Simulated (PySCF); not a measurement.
Compound: C9H12O.
SMILES with atom numbers: `[O:1]=[CH:2]/[C:3]1=[CH:4]/[CH2:5][CH2:6]/[CH:7]=[CH:8]\[CH2:9][CH2:10]1` (hydrogens: H11 on C2; H12 on C4; H13, H14 on C5; H15, H16 on C6; H17 on C7; H18 on C8; H19, H20 on C9; H21, H22 on C10)

Method: PBE0-D3(BJ)/def2-SVP geometry optimisation, gas phase in PySCF 2.14.0; density fitting, grid level 2; the optimiser is geomeTRIC in internal coordinates, started from a GFN2-xTB structure.

Step 1: E = -11553.2903 eV
```
atom  x, y, z in Å  |  force x, y, z in eV/Å
O1      3.4212    0.0967    0.7572   -0.011   0.034   0.011
C2      2.4931    0.8700    0.7499    0.056  -0.072  -0.009
C3      1.2039    0.6166    0.0782   -0.055   0.050   0.096
C4      0.2636    1.5740    0.2025   -0.011  -0.010   0.044
C5     -1.1442    1.5750   -0.3011   -0.038   0.068  -0.053
C6     -1.8493    0.2140   -0.4211   -0.069  -0.005  -0.095
C7     -1.7417   -0.6321    0.8136    0.016   0.036   0.094
C8     -0.7519   -1.4840    1.1071    0.010   0.047   0.038
C9      0.4723   -1.8071    0.2986    0.030  -0.102  -0.029
C10     1.0485   -0.7070   -0.6084    0.041  -0.031  -0.092
H11     2.5583    1.8547    1.2834   -0.006   0.001  -0.036
H12     0.5623    2.4767    0.7550    0.011  -0.031  -0.052
H13    -1.1590    2.0781   -1.2898   -0.027  -0.007   0.073
H14    -1.7376    2.2314    0.3581    0.024  -0.021  -0.002
H15    -1.4707   -0.3365   -1.2943   -0.027   0.037   0.036
H16    -2.9137    0.4099   -0.6341    0.055  -0.005  -0.008
H17    -2.5330   -0.5031    1.5630    0.010  -0.025  -0.048
H18    -0.8214   -2.0120    2.0663   -0.020  -0.009  -0.051
H19     0.2689   -2.7015   -0.3235    0.050   0.034   0.053
H20     1.2664   -2.1191    0.9971   -0.024   0.021  -0.009
H21     2.0536   -1.0310   -0.9230   -0.047   0.000   0.005
H22     0.4517   -0.5922   -1.5235    0.032  -0.010   0.037
```

Step 2: E = -11553.2932 eV
```
atom  x, y, z in Å  |  force x, y, z in eV/Å
O1      3.4399    0.1158    0.7575   -0.107  -0.048  -0.048
C2      2.4979    0.8714    0.7392    0.082   0.132   0.031
C3      1.2049    0.6066    0.0785   -0.072  -0.113  -0.026
C4      0.2597    1.5603    0.1998    0.053   0.083   0.064
C5     -1.1536    1.5844   -0.2908    0.033  -0.072  -0.031
C6     -1.8651    0.2288   -0.4260    0.038  -0.012  -0.027
C7     -1.7449   -0.6320    0.7990   -0.005   0.021   0.025
C8     -0.7548   -1.4835    1.0946    0.015  -0.010   0.015
C9      0.4822   -1.8166    0.3079   -0.029   0.029  -0.035
C10     1.0618   -0.7225   -0.6032   -0.007  -0.019  -0.014
H11     2.5564    1.8689    1.2480   -0.013   0.017   0.012
H12     0.5680    2.4606    0.7482    0.018   0.028  -0.018
H13    -1.1771    2.1038   -1.2685    0.000   0.021   0.019
H14    -1.7336    2.2340    0.3855    0.016  -0.017   0.027
H15    -1.4941   -0.3072   -1.3094    0.027  -0.009  -0.018
H16    -2.9291    0.4284   -0.6294    0.007  -0.003   0.005
H17    -2.5396   -0.5166    1.5452   -0.014  -0.020  -0.007
H18    -0.8393   -2.0148    2.0496   -0.020  -0.023  -0.005
H19     0.2940   -2.7182   -0.3049    0.013  -0.011   0.024
H20     1.2666   -2.1169    1.0211   -0.004   0.027   0.019
H21     2.0692   -1.0442   -0.9082   -0.003  -0.005  -0.005
H22     0.4721   -0.6188   -1.5226   -0.029   0.005  -0.007
```

Step 3: E = -11553.2974 eV
```
atom  x, y, z in Å  |  force x, y, z in eV/Å
O1      3.4270    0.1085    0.7140    0.114   0.049   0.083
C2      2.5008    0.8825    0.7164   -0.029  -0.121  -0.116
C3      1.1968    0.6047    0.0833   -0.062   0.045  -0.014
C4      0.2592    1.5644    0.2154   -0.021  -0.022  -0.078
C5     -1.1543    1.5917   -0.2735    0.040  -0.094   0.054
C6     -1.8560    0.2344   -0.4371    0.095  -0.014   0.048
C7     -1.7468   -0.6400    0.7816   -0.050   0.007  -0.005
C8     -0.7611   -1.4898    1.0963    0.010  -0.017  -0.106
C9      0.4872   -1.8206    0.3270   -0.038   0.122   0.015
C10     1.0555   -0.7295   -0.5936   -0.009   0.021   0.062
H11     2.5790    1.8887    1.2048    0.016  -0.018   0.030
H12     0.5786    2.4640    0.7565    0.010   0.056  -0.006
H13    -1.1810    2.1307   -1.2380    0.007   0.053  -0.043
H14    -1.7356    2.2251    0.4156   -0.023  -0.008   0.048
H15    -1.4709   -0.2831   -1.3241    0.031  -0.033  -0.029
H16    -2.9171    0.4295   -0.6504   -0.048   0.008   0.003
H17    -2.5619   -0.5434    1.5065   -0.032   0.014   0.038
H18    -0.8669   -2.0285    2.0439   -0.019  -0.036   0.022
H19     0.3174   -2.7316   -0.2733   -0.015  -0.061  -0.013
H20     1.2680   -2.1015    1.0506    0.030   0.031   0.036
H21     2.0622   -1.0469   -0.9006    0.033  -0.005  -0.009
H22     0.4614   -0.6378   -1.5102   -0.040   0.026  -0.020
```

Problem. Estimate the geometry and energy of step 4. (The exact step hangs on the optimiser's Hessian estimate; all steps are aligned on step 3, rigid shifts and turns removed.)

Solution. E = -11553.3006 eV, largest force 0.195 eV/Å
```
atom  x, y, z in Å  |  force x, y, z in eV/Å
O1      3.4482    0.1189    0.6950   -0.022  -0.045  -0.060
C2      2.5134    0.8824    0.6887   -0.026   0.071   0.101
C3      1.1938    0.6087    0.0835    0.147  -0.037  -0.016
C4      0.2654    1.5748    0.2277   -0.032  -0.126  -0.145
C5     -1.1484    1.5898   -0.2574   -0.009  -0.027   0.089
C6     -1.8390    0.2297   -0.4424    0.009   0.037   0.057
C7     -1.7600   -0.6507    0.7748    0.015   0.010  -0.059
C8     -0.7750   -1.4971    1.0990   -0.028  -0.032  -0.078
C9      0.4822   -1.8145    0.3409   -0.011   0.103   0.037
C10     1.0401   -0.7265   -0.5884   -0.010   0.002   0.048
H11     2.5934    1.8918    1.1702    0.011   0.019   0.014
H12     0.5922    2.4799    0.7558   -0.002   0.025  -0.011
H13    -1.1774    2.1440   -1.2131   -0.012   0.053  -0.048
H14    -1.7361    2.2078    0.4407   -0.033  -0.006   0.039
H15    -1.4348   -0.2790   -1.3268   -0.016  -0.026   0.020
H16    -2.8969    0.4223   -0.6729   -0.048   0.026  -0.025
H17    -2.5949   -0.5671    1.4790   -0.008   0.028   0.030
H18    -0.8954   -2.0492    2.0373   -0.001  -0.036   0.015
H19     0.3266   -2.7347   -0.2491   -0.005  -0.064  -0.019
H20     1.2635   -2.0768    1.0714    0.030   0.027   0.029
H21     2.0442   -1.0443   -0.9032    0.036  -0.021  -0.017
H22     0.4363   -0.6387   -1.4995    0.014   0.018  -0.003
```

The energy changes by -0.0032 eV. The first-order estimate −F·Δx gives -0.0112 eV and the mean of the old and new forces, exact on a quadratic surface, -0.0031 eV. The step makes an angle of 77° with the force vector and moves no atom by more than 0.049 Å.

The cost below is that of the whole optimisation. Time: 4.2 min of wall time; peak memory 0.98 GiB. Hardware: an Arm Neoverse V1 with one thread, shared host with 64 logical CPUs at a one-minute load of 52.
